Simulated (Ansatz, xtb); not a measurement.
## Relative energy of two isomers of C3HF2NS

Structure I: `Fc1ncsc1F`, a singlet. Structure II: `Fc1cnc(F)s1`, a singlet. Both are isolated molecules in the gas phase, relaxed with PBE0-D3(BJ)/def2-SVP.

I (Å):

```yaml
atoms:
  - { symbol: C, position_ang: [-1.5837, 0.4338, -0.3482] }
  - { symbol: C, position_ang: [-0.8700, 0.3604, -2.4032] }
  - { symbol: C, position_ang: [-1.5915, -0.9249, -0.5078] }
  - { symbol: F, position_ang: [-1.9408, 1.0499, 0.7574] }
  - { symbol: F, position_ang: [-1.9406, -1.8375, 0.3704] }
  - { symbol: N, position_ang: [-1.1777, 1.1442, -1.4166] }
  - { symbol: S, position_ang: [-1.0550, -1.3343, -2.1001] }
  - { symbol: H, position_ang: [-0.5144, 0.7068, -3.3757] }
```

II (Å):

```yaml
atoms:
  - { symbol: C, position_ang: [-1.2176, -1.1535, -1.1346] }
  - { symbol: C, position_ang: [-0.6523, -0.1595, -1.8683] }
  - { symbol: C, position_ang: [-1.9460, 1.0516, -0.6016] }
  - { symbol: F, position_ang: [-1.0024, -2.4463, -1.2164] }
  - { symbol: F, position_ang: [-2.5352, 2.1004, -0.0836] }
  - { symbol: N, position_ang: [-1.0879, 1.1015, -1.5427] }
  - { symbol: S, position_ang: [-2.3540, -0.5219, 0.0291] }
  - { symbol: H, position_ang: [0.0863, -0.3140, -2.6549] }
```

Task: Which of the two would you expect CCSD(T)/def2-SVP + ΔMP2/def2-TZVPP electronic energies to favour?

Result: Structure II; the calculation gives E(II) − E(I) = −1.73 kcal/mol.

How the difference moves with the method:

| level | geometry | E(II) − E(I) (kcal/mol) | departure from the last row (kcal/mol) | job, with rough time for the two |
| --- | --- | --- | --- | --- |
| GFN2-xTB | GFN2-xTB | −2.76 | −1.03 | optimisation, 0.1 s |
| HF/STO-3G | GFN2-xTB | −4.12 | −2.39 | single point, 0.28 s |
| r2SCAN-D4/def2-SVP | GFN2-xTB | −2.46 | −0.73 | single point, 2 s |
| PBE0-D3(BJ)/def2-SVP | PBE0-D3(BJ)/def2-SVP | −2.23 | −0.49 | optimisation, 18 s |
| HF/def2-SVP | PBE0-D3(BJ)/def2-SVP | −3.05 | −1.32 | part of the CCSD(T) run |
| MP2/def2-SVP | PBE0-D3(BJ)/def2-SVP | −2.32 | −0.59 | part of the CCSD(T) run |
| CCSD(T)/def2-SVP | PBE0-D3(BJ)/def2-SVP | −2.56 | −0.83 | single point |
| CCSD(T)/def2-SVP + ΔMP2/def2-TZVPP | PBE0-D3(BJ)/def2-SVP | −1.73 |  | single point, 25 s |

As drawn, both hold the same kinds of bond in the same numbers.

None of the levels shown reverses the order. The largest departure from CCSD(T)/def2-SVP + ΔMP2/def2-TZVPP is that of HF/STO-3G, 2.39 kcal/mol. The last row adds to CCSD(T) the change of the MP2 difference between the two basis sets, here +0.83 kcal/mol.

With harmonic frequencies from PBE0-D3(BJ)/def2-SVP (ideal gas, rigid rotor, one conformer each, 298.15 K, 1 atm): the zero-point term adds +0.05 kcal/mol; ΔH is −1.69 and ΔG −1.67 kcal/mol.

The correlated steps freeze 11 core orbitals. Programs: Ansatz 0.2.0, xtb 6.7.1; the last row on 2 threads of Intel(R) Xeon(R) 6975P-C (Granite Rapids) on a shared host.
